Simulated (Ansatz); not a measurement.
Reaction (silylene formation by 1,1-elimination): `[SiH3]C1(S)CO1` → `SC1CO1` + `[SiH2]`

Calculated with Ansatz (gas phase, PBE0-D4/def2-TZVP geometries, no zero-point term in ΔE). CCSD(T)/CBS adds triple-zeta CCSD(T) − MP2 to the extrapolated MP2 energy (def2 sets, frozen cores). This one scheme is used for every species. DFT in def2-TZVPP. Each species was taken in one conformer, which may not be the lowest.

Is it downhill or uphill in electronic energy at CCSD(T)/CBS, and by how much? (An estimate is asked.)

Ansatz gave: Uphill: ΔE = +227.9 kJ/mol.

What do these levels give: LDA (SPW92), PBE-D4, revPBE-D4, B97M-V, r2SCAN0-D4, ωB97X-V, PBE-QIDH, r2SCANh, LC-ωPBE, CCSD(T)/def2-TZVPP, HF/def2-QZVPP, HF/CBS(def2)? (Best estimate.)

Computed: LDA (SPW92) 257.5, PBE-D4 231.1, revPBE-D4 227.7, B97M-V 218.1, r2SCAN0-D4 245.2, ωB97X-V 235.2, PBE-QIDH 240.7, r2SCANh 242.5, LC-ωPBE 238.6, CCSD(T)/def2-TZVPP 220.1, HF/def2-QZVPP 197.8, HF/CBS(def2) 197.9 kJ/mol.

Largest T1 diagnostic among the species: 0.014.

In def2-TZVPP, CCSD(T) changes the Hartree–Fock value by +23.1 kJ/mol (the triples alone add +6.9 kJ/mol) and MP2 by +45.2 kJ/mol. Leaving LDA and LC-ωPBE aside and taking each functional with its dispersion term where it has one, the values, not all of them listed here, spread over 30.3 kJ/mol, from BLYP-D4 to r2SCAN-D4. LDA lies +36.9 kJ/mol from PBE without D4.
